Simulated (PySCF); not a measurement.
C₃H₃, SMILES C#C[CH2] (connectivity only; charge and spin as stated), charge +1, multiplicity 1. Atoms are numbered in the order given.

```xyz
6

C      0.0000     0.0000    -1.3388
C      0.0000     0.0000    -0.1034
C      0.0000     0.0000     1.2441
H      0.0000     0.0000    -2.4214
H      0.0000    -0.9443     1.8050
H      0.0000     0.9443     1.8050
```
Charge +1, spin multiplicity 1.

Geometry optimised at PBE-D3(BJ)/def2-TZVP. The multiplicity is an assumed one; other spin states were not compared. The isomer is the one that the SMILES or the coordinates give; other isomers of the formula were not compared.

All values below come from PBE-D3(BJ)/def2-TZVP in PySCF.

Harmonic, unscaled wavenumbers; measured fundamentals usually lie a few per cent lower.

Computed harmonic wavenumbers and intensities:
```
mode  ν (cm⁻¹)  IR (km/mol)  moving atoms (share of kinetic energy)
----  --------  -----------  --------------------------------------
1          273         24.3                          C 74 %, H 26 %
2          308         14.1                          C 73 %, H 27 %
3          590         60.2                          H 82 %, C 18 %
4          869          6.5                          H 70 %, C 30 %
5          996          0.6                          H 67 %, C 33 %
6         1076         14.0                          H 72 %, C 28 %
7         1126         16.8                          C 74 %, H 26 %
8         1418         10.7                          H 77 %, C 23 %
9         2093        283.6                           C 92 %, H 8 %
10        3028         32.1                                  H 95 %
11        3125         45.1                          H 89 %, C 11 %
12        3294        125.7                          H 86 %, C 14 %
```
